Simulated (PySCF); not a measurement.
An unknown is described by computed data only.

Formula: C7H14.

- Dipole: 0.11 D [PBE0/def2-SVPD]
- 13C NMR: chemical shifts (computed TMS as zero) by class: 40.8 (1 C), 37.8 (1 C), 28.7 (1 C), 17.4 (1 C), 14.8 (1 C), 6.4 (2 C) ppm [GIAO PBE0/pcSseg-1]
- UV, first state: lowest singlet excitation: 7.66 eV (162 nm, f = 0.006) [TDDFT PBE0/def2-SVPD]
- Polarisability: 83.3 au [PBE0/def2-SVPD]
- Rotational structure: rotational constants A, B, C: 8.679, 0.989, 0.949 GHz [GFN2-xTB]
- 1H NMR: chemical shifts (computed TMS as zero) by class: 1.36 (2 H), 1.26 (2 H), 1.14 (2 H), 1.06 (3 H), 0.64 (1 H), 0.44 (2 H), -0.01 (2 H) ppm [GIAO PBE0/pcSseg-1]

The electronic properties come from PySCF, for the isolated species, density fitting. Levels stand in brackets. One conformer (not necessarily the lowest) at the GFN2-xTB geometry, without solvent, vibrations or thermal averaging. NMR classes are plain means over equivalent atoms (diastereotopic ones count apart unless rotation or inversion swaps them), as if these changed places fast.

Question: Propose a structure and show how it fits.

Answer: Numbering: `[CH3:1][CH2:2][CH2:3][CH2:4][CH:5]1[CH2:6][CH2:7]1`. Its formula, C7H14, gives 1 degree of unsaturation: 1 ring and 0 π bonds in the structure found. 7 carbons fall into 6 classes; from least to most shielded: chain CH2 carbon [C4] (40.8 ppm), chain CH2 carbon [C3] (37.8 ppm), chain CH2 carbon [C2] (28.7 ppm), methyl carbon [C1] (17.4 ppm), three-membered-ring carbon [C5] (14.8 ppm), three-membered-ring carbon [C6/C7] (6.4 ppm, 2 C). Hydrogen classes from least to most shielded: 2 H on a chain CH2 carbon, C3 (1.36 ppm), 2 H on a chain CH2 carbon, C2 (1.26 ppm), 2 H on a chain CH2 carbon, C4 (1.14 ppm, a mean of values up to 1.8 ppm apart in this geometry), 3 H on a methyl carbon, C1 (1.06 ppm), 1 H on a three-membered-ring carbon, C5 (0.64 ppm), 2 H on 2 three-membered-ring carbons, C6/C7 (0.44 ppm), 2 H on 2 three-membered-ring carbons, C6/C7 (-0.01 ppm). The optimised geometry has point group C1 and is an asymmetric top. Structure: butylcyclopropane, `CCCCC1CC1`. Computed isomers that give other values at the same levels: `CC(C)(C)C1CC1` (13C chemical shifts (computed TMS as zero) by class: 31.9 (1 C), 29.6 (3 C), 25.6 (1 C), 2.3 (2 C) ppm); `CCC1CCCC1` (13C chemical shifts (computed TMS as zero) by class: 44.9 (1 C), 35.8 (2 C), 35.0 (1 C), 30.3 (2 C), 16.6 (1 C) ppm); `CC1CCCCC1` (13C chemical shifts (computed TMS as zero) by class: 39.1 (2 C), 36.7 (1 C), 30.8 (2 C), 30.5 (1 C), 25.7 (1 C) ppm). The assignments are read from this structure; whether some other isomer fits the data as well wasn't checked.

Conformer computed: `[CH3:1][CH2:2][CH2:3][CH2:4][CH:5]1[CH2:6][CH2:7]1`: C1–C2–C3–C4 180°, C2–C3–C4–C5 179°, C3–C4–C5–C6 -83°.
